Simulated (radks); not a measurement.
Removal energies from the cobalt ion Co2+, [Ar] 3d7, by Delta-SCF beside the eigenvalue of the level emptied. All-electron calculation, scalar-relativistic Kohn-Sham, PBE, spin-polarised, spherical densities, finite nucleus; Fermi nuclear charge, rms radius of each element as measured or else 0.836 A^(1/3) + 0.57 fm. Program: a radial shooting solver on a logarithmic mesh with Libxc functionals. Open shells are filled with parallel spins first.

removed from       final configuration  Delta-SCF (eV)  -eigenvalue (eV)
3d                            [Ar] 3d6          33.622            25.291
3p                    [Ne] 3s2 3p5 3d7          92.037            82.782
3s                    [Ne] 3s1 3p6 3d7          128.93            119.49
2p            [He] 2s2 2p5 3s2 3p6 3d7          816.31            787.83
